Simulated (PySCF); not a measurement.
Coordinates in bohr (charge 0 multiplicity 1):
```
Ti   -2.7041    0.0000   -1.7977
N    -5.2687    0.0000   -0.4169
I     1.6041    0.0000    0.7257
```

These are results of PySCF, PBE0, basis Ti def2-TZVP, N def2-TZVP, I def2-TZVP with ECP28 (scalar-relativistic core potentials, no spin–orbit coupling, density fitting), not measurements.

This geometry of ITiN is a stationary point at this level.

(1) What is the point group?

(2) Is it a minimum?

(3) Give the ideal-gas entropy at 298.15 K and 1 bar by parts.

(4) What is the atomisation energy, with and without zero-point energy?

## Answers

(1) Cs.

(2) Yes: all harmonic wavenumbers are real.

(3) translation 174.2, rotation 108.8, vibration 19.0, spin 0.0; total 302.0 J/(mol K).

(4) 822 kJ/mol without, 813 kJ/mol with.

Other isomers or separated fragments may lie lower.
